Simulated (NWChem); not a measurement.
System: C₃H₇FSi; SMILES C=C(F)C[SiH3]

```xyz
12

C      0.7930     2.0568     0.3993
C      0.0883     1.0481    -0.1050
F     -1.2717     1.1111    -0.0810
C      0.5744    -0.2312    -0.6999
Si    -0.0538    -1.7871     0.2167
H      0.2995     2.9224     0.8263
H      1.8760     2.0302     0.3899
H      1.6693    -0.2401    -0.7095
H      0.2397    -0.3067    -1.7445
H      0.1713    -1.6437     1.6789
H     -1.4986    -2.0171    -0.0353
H      0.7067    -2.9678    -0.2770
```
Atoms are numbered in this order, from 1.

All runs: NWChem. Pople sets run with spherical d functions. Structure relaxed at the B3LYP/6-31G* (spherical d) level. Ions are spin-unrestricted doublets at the neutral geometry. Hybrids' shares of exact exchange are those that their runs print; pure functionals count as 0. The functionals differ in more than this share.

```
row                  share of exact exchange  ΔSCF ionisation energy minus −ε(HOMO) (eV)
-------------------  -----------------------  ------------------------------------------
PBE/6-31G*                              0.00                                        3.32
B3LYP/6-31G*                            0.20                                        2.49
M06-2X/6-31G*                           0.54                                    withheld
Hartree-Fock/6-31G*                     1.00                                       -1.39
```

Question: Fit a straight line of the last column on the one before it, predict the withheld value, and compare with the run.

Answer: 
1. Means of the 3 shown rows: x = 0.400, y = 1.473. Slope Σ(x − x̄)(y − ȳ)/Σ(x − x̄)² = -2.660/0.5600 = -4.750; intercept 3.373.
2. The shown rows scatter about the line by 0.050 (root mean square); the largest residual is +0.07, at B3LYP/6-31G*.
3. At x = 0.54 (M06-2X/6-31G*; inside the shown range) the line gives 0.81.
4. The run gives 1.18, +0.37 from the line, 7.4 times the scatter. The line crosses zero at a share of 0.71.
